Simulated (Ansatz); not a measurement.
Species: CH5BO, SMILES `BOC` (charge 0, multiplicity 1).

Problem. Give a relaxed geometry from B3LYP-D3(BJ)/def2-TZVP (Ansatz, a first-principles code).

Solution. the end point of this relaxation (outside a Z-matrix the atoms follow the SMILES, hydrogens last).
Z-matrix (Å, degrees):
```
O
B 1 1.3413
C 1 1.4247 2 122.77
H 3 1.0901 1 108.63 2 -120.85
H 3 1.0901 4 108.94 1 118.17
H 3 1.0920 4 109.72 5 120.13
H 2 1.1924 1 116.95 3 179.99
H 2 1.1992 7 122.75 1 180.00
```
